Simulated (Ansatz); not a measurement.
Species: C3H8FSi, charge 0, multiplicity 2. It need not be the lowest isomer of its formula. 
Structure (B3LYP-D3(BJ)/def2-TZVP (Ansatz, a quantum-chemistry and plane-wave program) minimum search):
```
Si
F 1 1.6202
C 1 1.8439 2 108.39
H 3 1.0850 1 123.01 2 93.47
H 3 1.0851 4 114.07 1 178.59
C 1 1.8627 2 106.99 3 119.57
H 6 1.0920 1 110.98 2 58.55
H 6 1.0920 7 107.91 1 121.87
H 6 1.0925 7 107.98 8 116.42
C 1 1.8631 2 106.76 6 120.91
H 10 1.0921 1 111.01 2 61.69
H 10 1.0921 11 107.92 1 121.77
H 10 1.0924 11 107.91 12 116.49
```
Charge 0, spin multiplicity 2.

Dipole moments at this geometry, in debye (magnitudes).

```tsv
level	program	dipole (D)
PBE/def2-TZVPD	Ansatz	1.78
revPBE/def2-TZVPD	Ansatz	1.75
B3LYP/def2-TZVPD	Ansatz	1.84
PBE0/def2-TZVPD	Ansatz	1.87
BHLYP/def2-TZVPD	Ansatz	1.92
r2SCANh/def2-TZVPD	Ansatz	[?]
r2SCAN0/def2-TZVPD	Ansatz	1.87
CAM-B3LYP/def2-TZVPD	Ansatz	1.88
wB97X-V/def2-TZVPD	Ansatz	1.86
CCSD(T)/aug-cc-pV(D+d)Z	Ansatz	[?]
```

Q: Fill in the missing entries.

A: 
- r2SCANh/def2-TZVPD, dipole (D): 1.83
- CCSD(T)/aug-cc-pV(D+d)Z, dipole (D): 1.82
